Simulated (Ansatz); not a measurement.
A single point on C2H6AlFSi (`[CH3][Al]1[CH2][SiH]1F`).

```yaml
crystal:
  periodic: [false, false, false]
  atoms:
    - {symbol: C, position_ang: [-2.107224, 0.221401, 1.005779]}
    - {symbol: Al, position_ang: [-0.487858, -0.019917, -0.043411]}
    - {symbol: C, position_ang: [1.459090, -0.166997, 0.249375]}
    - {symbol: Si, position_ang: [1.220341, -0.219228, -1.604846]}
    - {symbol: F, position_ang: [2.047559, 0.786927, -2.549107]}
    - {symbol: H, position_ang: [-2.344270, -0.696248, 1.553200]}
    - {symbol: H, position_ang: [-1.958793, 1.011153, 1.749076]}
    - {symbol: H, position_ang: [-2.969111, 0.486511, 0.390752]}
    - {symbol: H, position_ang: [2.184997, -0.758240, 0.805407]}
    - {symbol: H, position_ang: [1.536957, 0.888334, 0.583983]}
    - {symbol: H, position_ang: [1.483711, -1.590696, -2.119606]}
basis:
  gaussian: {orbitals: def2-QZVPP}
correlation: {method: mp2}
```

```sh
$ ansatz run in.yaml --threads 4 --pin off --events-out ev --progress --plain --max-ram 10444MiB
```

Shortened log:

```
Functional definition: HF
2897 factors; integrals over basis functions are off by at most 9.5e-4 eV
mean field evaluation 1: about -19305.0305 eV, gradient 4.8e1 eV
mean field evaluation 2: about -19305.1383 eV, gradient 4.8e1 eV
mean field evaluation 4: about -19310.5316 eV, gradient 4.0e0 eV
mean field evaluation 8: about -19310.6225 eV, gradient 3.7e-1 eV
mean field -19310.62351082 eV, -709.6523248120 hartree, gradient 6.8e-6 eV, S^2 0.000000; 0 other end points of the search recorded, 0 dependent functions left out
13 core orbitals not correlated: weight in the atoms' cores, before any rotation towards them, 1.000 or more for the frozen orbitals, at most 0.000 for the correlated occupied ones
reference -19310.62351082 eV, -709.6523248120 hartree; 14, 14 occupied and 464, 464 virtual orbitals, 2897 factors
second order -23.18151173 eV of doubles, -0.00000000 eV of singles
Total energy: -19333.80502255 eV, -710.5042296550 hartree
```

Run time 24 s (4 threads of an Arm Neoverse V1 on a shared host); peak host memory 2.9 GiB.
